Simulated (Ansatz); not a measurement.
Geometry optimisation, RKS r2SCAN/def2-SVP (Ansatz).

The input (input.yaml):

```yaml
crystal:
  periodic: [false, false, false]
  atoms:
    - { symbol: B, position_ang: [-0.055248, 0.249322, -0.064615] }
    - { symbol: F, position_ang: [-0.126934, 0.393313, 1.250622] }
    - { symbol: H, position_ang: [1.002335, 0.048216, -0.589759] }
    - { symbol: Cl, position_ang: [-1.52203, 0.460414, -0.994905] }
    - { symbol: Br, position_ang: [-0.234797, -2.793935, 1.03753] }
    - { symbol: H, position_ang: [-0.087126, -1.61353, 1.948428] }
basis:
  gaussian: { orbitals: def2-SVP }
hamiltonian:
  xc: r2scan
relax:
  f_tol: 0.03
  max_steps: 50
```

Run as:

```bash
$ ansatz run input.yaml --threads 2 --pin off --max-ram 3072MiB --backend cpu --events-out ev --progress --plain --runs-dir out
```

Where does it end, and by what steps?

It converged. After 12 steps the energy has fallen by 0.089 eV; H6 moved furthest, 0.31 Å.

| step | energy less start (eV) | largest force component (eV/Å) | accepted |
| --- | --- | --- | --- |
| 0 | 0.0000 | 1.341 | yes |
| 1 | -0.0816 | 0.211 | yes |
| 2 | 0.0023 | 1.395 | no |
| 3 | -0.0687 | 0.579 | no |
| 4 | -0.0851 | 0.072 | yes |
| 5 | -0.0862 | 0.083 | yes |
| 6 | -0.0872 | 0.079 | yes |
| 7 | -0.0837 | 0.294 | no |
| 8 | -0.0879 | 0.056 | yes |
| 9 | -0.0881 | 0.061 | yes |
| 10 | -0.0799 | 0.424 | no |
| 11 | -0.0885 | 0.033 | yes |
| 12 | -0.0887 | 0.007 | yes |

```xyz
6
Properties=species:S:1:pos:R:3
B -0.050 0.325 -0.106
F -0.094 0.545 1.197
H 0.993 0.076 -0.642
Cl -1.531 0.484 -1.027
Br -0.197 -2.819 1.054
H -0.145 -1.868 2.112
```

Whether the end is a true minimum wasn't checked by a vibrational analysis.

Time of the run: 19 s on 2 threads of Intel(R) Xeon(R) 6975P-C (Granite Rapids), on a shared host, peak memory 0.17 GiB.
